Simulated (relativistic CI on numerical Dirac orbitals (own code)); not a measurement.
## Co3+ in a cubic cluster: 2p photoemission with charge transfer

Computed with a charge-transfer multiplet model of a cubic metal-ligand cluster with up to 2 ligand holes, Slater and spin-orbit integrals from Dirac-Coulomb-Breit ions, Slater integrals scaled by 0.8. The parameters are those of a tetrahedral site (10Dq negative, t2 hopping the larger). The ground state mixes d6 with configurations of k ligand holes L, whose averages lie at kΔ + k(k − 1)U_dd/2; a core hole lowers each added d electron by U_cd. 20 K, Lorentzian 0.6 eV and Gaussian 0.8 eV FWHM.

Atomic integrals in eV (Slater integrals scaled, ζ unscaled), ground: F2dd 10.085, F4dd 6.299, zeta_d 0.071; with the core hole: F2dd 11.456, F4dd 7.196, zeta_d 0.102, zeta_core 9.658, F2cd 6.863, G1cd 5.283, G3cd 3.006.

Cluster parameters (eV): Δ = 2.5, U_dd = 5.8, U_cd = 6.4, 10Dq = -0.3, 10Dq(ligand) = 0, final-state hopping factor = 0.8.

```
                              Case   n_d    d6   d7L  d8L2     S
V(eg) = 0.97 eV, V(t2g) = -1.66 eV  6.27  0.74  0.24  0.01  2.00
V(eg) = 1.27 eV, V(t2g) = -2.17 eV  6.36  0.66  0.31  0.02  2.00
V(eg) = 2.17 eV, V(t2g) = -3.71 eV  6.56  0.51  0.43  0.07  1.99
```

Weights, n_d and S are thermal averages at 20 K. Binding energies count from the first peak over 30 % of the highest in each spectrum, which can be another peak from case to case. The parameters are a model scan and need not match a compound or its usual spin state. Peaks in eV (height, largest 100):
- V(eg) = 0.97 eV, V(t2g) = -1.66 eV: 0.0 (99), 1.7 (100), 6.2 (63), 10.7 (16), 16.8 (72), 21.9 (37)
- V(eg) = 1.27 eV, V(t2g) = -2.17 eV: 0.0 (100), 1.2 (90), 6.1 (40), 7.2 (36), 11.8 (11), 16.6 (70), 22.9 (22)
- V(eg) = 2.17 eV, V(t2g) = -3.71 eV: 0.0 (100), 9.3 (10), 10.5 (12), 16.4 (61), 26.1 (7)

For the case V(eg) = 1.27 eV, V(t2g) = -2.17 eV, Δ = 2.5 eV is smaller than U_dd = 5.8 eV, the charge-transfer side of the Zaanen-Sawatzky-Allen scheme. With the core hole the average of the configuration with one ligand hole lies at Δ − U_cd = -3.9 eV before mixing: the effective hopping of about 3.0 eV (from the holes of the mixed ground state) is comparable with this gap or larger, so the configurations mix strongly.
